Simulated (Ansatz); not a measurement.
Isomers of C$_{5}$H$_{4}$F$_{6}$, relaxed with PBE0-D4/def2-TZVP in Ansatz; electronic energies, one conformer each and not always the lowest. Functionals use def2-TZVPP; CBS adds triple-zeta CCSD(T) − MP2 to the MP2 limit of def2-TZVPP and def2-QZVPP.

Problem. Order them by energy at frozen-core CCSD(T)/CBS, lowest first. (Estimate.)
A. `F[C@H]1CC(F)(F)[C@H](F)C1(F)F`
B. `F[C@@H]1[C@@H](F)[C@H](F)C(F)(F)[C@@H]1F`
C. `F[C@@H]1[C@@H](F)CC(F)(F)C1(F)F`

Solution. A (0.0 kcal/mol), C (1.0 kcal/mol), B (12.8 kcal/mol).

Problem. How do MP2/CBS(def2), B3LYP-D4, B2PLYP, B3LYP place them (kcal/mol, against `F[C@H]1CC(F)(F)[C@H](F)C1(F)F`)? (Best estimate.)

Solution. Ansatz gave: 
```json
{"isomer": "`F[C@@H]1[C@@H](F)CC(F)(F)C1(F)F`", "MP2/CBS(def2)": "1.0", "B3LYP-D4": "0.9", "B2PLYP": "0.8", "B3LYP": "0.8"}
{"isomer": "`F[C@@H]1[C@@H](F)[C@H](F)C(F)(F)[C@@H]1F`", "MP2/CBS(def2)": "13.3", "B3LYP-D4": "11.8", "B2PLYP": "12.3", "B3LYP": "11.6"}
```

B3LYP here is the variant with VWN-RPA as its local correlation; programs differ in this.
